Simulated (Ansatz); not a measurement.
Stepwise reaction of `F[BH][AlH][F]` with hydrogen, as a gas-phase model of exchange steps in deposition or etching. ΔE in kJ/mol; ΔG adds harmonic PBE0-D4 terms to CCSD(T)/CBS, at 1 bar.

Computed with Ansatz on PBE0-D4/def2-TZVP structures; ΔE is electronic, products minus reactants. CCSD(T)/CBS adds triple-zeta CCSD(T) − MP2 to the extrapolated MP2 energy (def2 sets, frozen cores). This one scheme is used for every species. Functionals use def2-TZVPP. B3LYP here is the variant with VWN-RPA as its local correlation; programs differ in this. One conformer a species, not always the lowest.

```json
{"step": "1", "reaction": "`F[BH][AlH][F]` + H₂ → `F[BH][AlH2]` + H–F", "PBE-D4": "166.6", "B3LYP-D4": "174.9", "ωB97M-V": "172.6", "CCSD(T)/CBS": "171.7", "ΔG(600 K)": "169.9"}
{"step": "2", "reaction": "`F[BH][AlH2]` + H₂ → `[BH2][AlH2]` + H–F", "PBE-D4": "118.1", "B3LYP-D4": "118.6", "ωB97M-V": "116.4", "CCSD(T)/CBS": "108.6", "ΔG(600 K)": "111.9"}
```

Problem. By hand: ΔE of the 2 steps together at CCSD(T)/CBS.

Solution. (171.7) + (108.6) = 280.3 kJ/mol, or 140.1 kJ/mol a step.

In ΔE each step is lower than the one before. All are uphill at CCSD(T)/CBS. ΔG lies between 111.9 and 169.9 kJ/mol a step. PBE-D4 differs from CCSD(T)/CBS by -5.1 to 9.5 kJ/mol a step. Isolated molecules leave out the surface, adducts and barriers. Largest T1 diagnostic: 0.014.
